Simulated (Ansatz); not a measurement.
CH$_{5}$NO$_{2}$Si, relaxed with RKS PBE0-D4/def2-TZVP in the Gaussian-basis code of Ansatz from a PBE-D4/def2-SVP geometry. The force threshold is 0.005 eV/Å; the program also tests the step.

The species carries charge 0 and has multiplicity 1. The bonds changed during the relaxation, so this is another structure than the one it started from.

Start:

```xyz
10

N     0.737   -0.386    0.983
C    -0.468   -0.931    0.824
O    -1.244   -0.677   -0.134
Si   -0.961    0.607   -1.632
O     0.429    1.443   -0.883
H     1.295   -0.615    1.806
H     0.967    0.407    0.319
H    -0.801   -1.670    1.590
H    -0.096   -0.506   -2.276
H     0.142    2.328   -0.596
```

Question: By how much does the energy fall, and how many steps does the optimiser take? (Best estimate.)

Answer: Computed: 0.08 eV, in 11 steps.

Question: Which bonds change most? (Best estimate.)

Answer: The calculation gave: Si4–O5 from 1.786 to 1.738 Å; O3–Si4 from 1.993 to 1.959 Å; N1–H7 from 1.060 to 1.030 Å; C2–H8 from 1.115 to 1.095 Å.

Question: Give the relaxed structure. (An estimate is asked.)

Answer: Computed: 
```xyz
10

N     0.736   -0.421    0.950
C    -0.479   -0.906    0.816
O    -1.264   -0.607   -0.099
Si   -0.925    0.578   -1.621
O     0.355    1.481   -0.868
H     1.306   -0.698    1.729
H     1.000    0.354    0.325
H    -0.808   -1.632    1.568
H     0.007   -0.521   -2.136
H     0.072    2.373   -0.663
```
